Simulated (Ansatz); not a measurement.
Si(OH)Cl3 (SiCl₃OH), relaxed as a singlet with RKS r2SCAN-D4/def2-SVP in Ansatz, starting from the GFN2-xTB geometry. Force threshold 0.02 eV/Å.

Start:

```xyz
6

Si    0.043   -0.154    0.303
O     0.370    0.778   -0.978
H    -0.210    0.899   -1.727
Cl   -0.190   -2.071   -0.279
Cl   -1.648    0.475    1.204
Cl    1.636    0.073    1.478
```

```json
{"step": "1", "energy (eV)": "-47494.5855", "largest force component (eV/Å)": "0.819", "SCF passes": "25"}
{"step": "2", "energy (eV)": "-47494.6540", "largest force component (eV/Å)": "0.330", "SCF passes": "29"}
{"step": "3", "energy (eV)": "-47494.6578", "largest force component (eV/Å)": "0.227", "SCF passes": "29"}
{"step": "4", "energy (eV)": "-47494.6648", "largest force component (eV/Å)": "0.168", "SCF passes": "28"}
{"step": "5 (rejected)", "energy (eV)": "-47494.6645", "largest force component (eV/Å)": "0.156", "SCF passes": "29"}
{"step": "6", "energy (eV)": "-47494.6657", "largest force component (eV/Å)": "0.006", "SCF passes": "30"}
```

Force components are those of the run's own axes.

End:

```xyz
6

Si    0.061   -0.125    0.273
O     0.395    0.822   -1.019
H    -0.257    0.866   -1.730
Cl   -0.187   -2.083   -0.281
Cl   -1.655    0.480    1.218
Cl    1.643    0.040    1.540
```

By distances, no bond broke or formed. The bond that changes most is Si1–Cl6, from 1.99 to 2.03 Å (atoms count from 1).

No frequencies were taken in this run, so the end may be a saddle point.

Hardware: 2 threads of Arm Neoverse V2 on a shared host. Wall time 23 s.
